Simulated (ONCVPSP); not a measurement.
Before and after: ONCV potential for Ba (Z = 56)

* Element: Ba
* Generator: ONCVPSP 4.0.1
* Type: optimised norm-conserving Vanderbilt (ONCV)
* Functional: PBEsol
* Relativity: scalar-relativistic
* Frozen core: [Kr] 4d10
* Valence charge: 10
* Reference configuration: 5s2 5p6 6s2
* Partial waves: 5s+6s: rc 2.70 bohr, ncon 3, nbas 6, qcut 4.1 1/bohr, 3 projectors, debl 3.4 Ha; 5p: rc 2.50 bohr, ncon 5, nbas 9, qcut 7 1/bohr, 1 projector; d scattering state at 0.44 Ha: rc 2.50 bohr, ncon 3, nbas 7, qcut 4.6 1/bohr, local
* Local potential: the d channel
* Core correction: polynomial model core, fcfact 0.2

In the d channel the program set the typed energies aside and used 0.050 Ha.

Change: s: qcut 5.4; p: qcut 9.2; d: qcut 6.1.

Cutoffs: the cutoffs (Ha) at which the residual kinetic energy of the hardest occupied pseudo-wave falls to 1 and 0.1 mHa per electron; they do not see the model core or the augmentation charge, which bear on the density cutoff. Errors are all-electron minus pseudo energies relative to the spin-unpolarised reference configuration.

**Question.** How do hardness, ghosts and transferability respond?

**Answer.** The potential gets neither clearly harder nor softer (14 Ha and 17 Ha → 13 Ha and 25 Ha); the p channel sets the loose cutoff, while the largest relative change is in s, which becomes harder; of the 4 tests that both files solve, the error grows in 0 and shrinks in 2 by more than 15 % and 0.3 meV (median size 3.2 → 2.3 meV); neither file shows a bound ghost.

```tsv
quantity	base	changed
cutoff, loose	14 Ha	13 Ha
cutoff, tight	17 Ha	25 Ha
loose cutoff by channel	s 5.4 Ha, p 14 Ha	s 8.1 Ha, p 13 Ha
bound ghosts	none	none
GHOST(+) flags under 300 eV	s at 163.8 eV	none
error for 5s2 5p6 6s1, meV [ΔE 5.38 eV]	-1.0	-0.8
error for 5s2 5p6 6s0, meV [ΔE 15.28 eV]	-5.4	-3.7
error for 5s2 5p6 6s1.5, meV [ΔE 2.15 eV]	-0.3	-0.3
error for 5s2 5p6 6s1 6p1, meV [ΔE 2.05 eV]	+50	+23
s: phases at 2.74 bohr within 0.05 rad from the reference energy up to (Ha; the scan ends near 5)	4.3	to the end of the scan
p: phases at 2.53 bohr within 0.05 rad from the reference energy up to (Ha; the scan ends near 5)	0.2	0.5
d: phases at 2.53 bohr within 0.05 rad from the reference energy up to (Ha; the scan ends near 5)	1.7	1.9
rms error of d²Exc/dni dnj with the model core, mHa	1.63	1.08
```
